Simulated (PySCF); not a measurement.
# Tb¹⁹⁺ (terbium, charge +19) across methods

[Kr] 4d10, closed-shell 1S. All numbers are calculated (PySCF 2.14, scalar relativity by spin-free X2C-1e, in an uncontracted even-tempered set (20 s from 1.1 bohr⁻², ratio 2.5; 15 p from 1.4 bohr⁻², ratio 2.5; 10 d from 1.4 bohr⁻², ratio 2.5; 4 f from 8.8 bohr⁻², ratio 2.7; 4 g from 13 bohr⁻², ratio 2.7)).

| method | E (hartree) | mean ε 4s (eV) | mean ε 4p (eV) | mean ε 4d (eV) | Σ⟨r²⟩ (bohr²) | ⟨S²⟩ |
| --- | --- | --- | --- | --- | --- | --- |
| LDA | -11572.73 | -838.04 | -737.74 | -598.38 | 7.461 | 0.000 |
| PBE | -11581.30 | -839.02 | -738.26 | -598.44 | 7.456 | 0.000 |
| r2SCAN | -11581.72 | -845.78 | -743.18 | -600.17 | 7.455 | 0.000 |
| UHF | -11578.78213 | -883.03 | -774.07 | -618.88 | 7.461 | 0.000 |

(1) Estimate the same row for PBE0.

Spin-orbit coupling, which splits the p, d and f shells strongly at this Z, is absent.

## Answers

(1) E (hartree) = -11581.35; mean ε 4s (eV) = -850.54; mean ε 4p (eV) = -747.72; mean ε 4d (eV) = -604.04; Σ⟨r²⟩ (bohr²) = 7.456; ⟨S²⟩ = 0.000.
